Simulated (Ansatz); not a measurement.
Species: Cr, charge 2, quintet.

Total energies in cc-pwCVQZ-DK, 12 correlated electrons, 5 frozen orbitals. UHF or UKS for unpaired electrons; spin-orbit terms are left out. The -DK rows use spin-free X2C, correlate 3s3p of the metal (1s2s2p frozen) and give its partners the cc-pVXZ-DK valence sets. Open-shell metal atoms are single determinants, not pure terms.

```
method    program  energy (Eh)  minus CCSDT(Q) (mEh)
--------  -------  -----------  --------------------
HF         Ansatz  -1048.88710                458.63
MP2        Ansatz  -1049.32998                 15.75
CCSD       Ansatz  -1049.33601                  9.72
CCSD(T)    Ansatz  -1049.34555                  0.18
CCSDT(Q)   Ansatz  -1049.34573                  0.00
```

Ansatz is a first-principles code.
